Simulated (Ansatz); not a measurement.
`F[SiH2]OC[SiH3]` + `O=[C]([AlH2])O[SiH3]` → `O=C(O[SiH3])[SiH2]F` + `[AlH2][O]C[SiH3]`  (redistribution)

Computed with Ansatz on PBE0-D4/def2-TZVP structures; ΔE is electronic, products minus reactants. CBS: MP2 limit from def2 TZ/QZ plus the TZ coupled-cluster correction, frozen cores. DFT in def2-TZVPP. B3LYP here is the variant with VWN-RPA as its local correlation; programs differ in this. Each species was taken in one conformer, which may not be the lowest.

| level | ΔE (kJ/mol) | difference from CCSD(T)/CBS |
| --- | --- | --- |
| PBE-D4 | -26.4 | -8.9 |
| r2SCAN-D4 | -25.1 | -7.6 |
| PBE0-D4 | -22.8 | -5.3 |
| B3LYP-D4 | -23.2 | -5.7 |
| ωB97M-V | -18.3 | -0.8 |
| PBE | -25.8 | -8.3 |
| r2SCAN | -24.9 | -7.4 |
| B3LYP | -22.1 | -4.6 |
| HF/def2-TZVPP | -12.9 | 4.6 |
| SCS-MP2/def2-TZVPP | -17.8 | -0.3 |
| CCSD/def2-TZVPP | -17.0 | 0.5 |
| CCSD(T)/def2-TZVPP | -17.7 | -0.2 |
| SCS-MP2/def2-QZVPP | -17.6 | -0.1 |
| HF/CBS(def2) | -12.7 | 4.8 |
| MP2/CBS(def2) | -18.6 | -1.1 |
| CCSD/CBS(def2) | -16.8 | 0.7 |
| CCSD(T)/CBS | -17.5 | 0 |

Largest T1 diagnostic among the species: 0.016.

In def2-TZVPP, CCSD(T) changes the Hartree–Fock value by −4.8 kJ/mol (the triples alone add −0.7 kJ/mol) and MP2 by −5.9 kJ/mol. From PBE to PBE0 (25 % exact exchange), in def2-TZVPP and without D4, ΔE moves by +3.6 kJ/mol.
